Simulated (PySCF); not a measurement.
Frontier orbitals and the lowest excitations

Species: Si(GeH3)2H2.
Z-matrix (Å and degrees, PBE0-D3(BJ)/def2-SVP geometry), rows numbered from 1:
```
Si
Ge  1  2.3840
H   2  1.5402  1  110.54
H   2  1.5407  1  110.85  3  -120.45
H   2  1.5403  1  109.80  3   119.50
Ge  1  2.3820  2  110.99  3   -51.18
H   6  1.5400  1  110.26  2    62.92
H   6  1.5406  1  109.82  2   -56.50
H   6  1.5402  1  110.97  2  -176.61
H   1  1.4972  2  108.98  3  -171.64
H   1  1.4969  2  109.69  3    70.18
```

Level of theory: TDDFT CAM-B3LYP/def2-SVPD, vertical, gas phase, core orbitals frozen in the response in PySCF 2.14.0, density-fitted response routines. The CAM-B3LYP/def2-SVPD calculation is non-relativistic and has no spin–orbit coupling, an omission that weighs most on germanium.

Kohn–Sham orbitals with the atoms that hold most of them (Löwdin shares over 4%, at most four atoms; ? is withheld):

```tsv
orbital	ε (eV)	atoms
HOMO-3	-10.99	Ge6 22%, Ge2 22%, H7 15%, H5 13%
HOMO-2	-10.70	Si1 18%, Ge2 14%, Ge6 14%, H10 10%
HOMO-1	-9.89	?
HOMO	-9.14	?
LUMO	?	Ge6 26%, Ge2 26%, Si1 12%, H9 10%
LUMO+1	0.77	Ge2 23%, Ge6 22%, Si1 17%, H10 6%
LUMO+2	0.97	Si1 26%, Ge2 18%, Ge6 18%, H10 8%
```

(1) Give the leading atoms of the HOMO.

(2) Give the leading atoms of the HOMO-1.

(3) What is the LUMO energy, and the HOMO–LUMO gap?

Results:

(1) Si1 (bonded to 2 Ge and 2 H) 31%; Ge2 (bonded to Si and 3 H) 22%; Ge6 (bonded to Si and 3 H) 22%; H4 (bonded to Ge) 6%. By element: germanium 44%, silicon 31%, hydrogen 6% or more.

(2) Si1 (bonded to 2 Ge and 2 H) 32%; Ge6 (bonded to Si and 3 H) 16%; Ge2 (bonded to Si and 3 H) 16%; H10 (bonded to Si) 9%. By element: germanium 32%, silicon 32%, hydrogen 9% or more.

(3) ε(LUMO) = 0.57 eV; the gap is 9.72 eV (0.3571 hartree).

Task: The HOMO–LUMO gap is 9.72 eV. Where does the response calculation put the lowest singlet, and from which orbitals?

Result: S1 is at 6.90 eV (f = 0.304), 2.81 eV below the gap, made of HOMO→LUMO (84%). Without the coupling terms of the response equations the lowest excitation would equal the gap.

Task: One configuration dominates each of S1, S3 and S6. Which, and how do the shares of the two leading atoms of either orbital change from the occupied to the empty one?

Result: 
- S1 (6.90 eV, f 0.304), HOMO→LUMO (84%): Si1 31% → 12%, Ge2 22% → 26%, Ge6 22% → 26%
- S3 (7.20 eV, f 0.067), HOMO→LUMO+1 (90%): Si1 31% → 17%, Ge2 22% → 23%, Ge6 22% → 22%
- S6 (7.56 eV, f 0.012), HOMO-1→LUMO (81%): Si1 32% → 12%, Ge6 16% → 26%, Ge2 16% → 26%

Löwdin shares depend on the basis, the more so with diffuse functions.

Hardware: one thread, Arm Neoverse V1 (aarch64), shared host with 64 logical CPUs at a one-minute load of 18. Cost: 32 s of wall time (grids of density and orbitals included), 0.75 GiB resident at most.

Without π bonds the low states are Rydberg-like; a valence basis with one diffuse set may place them up to an eV too high.
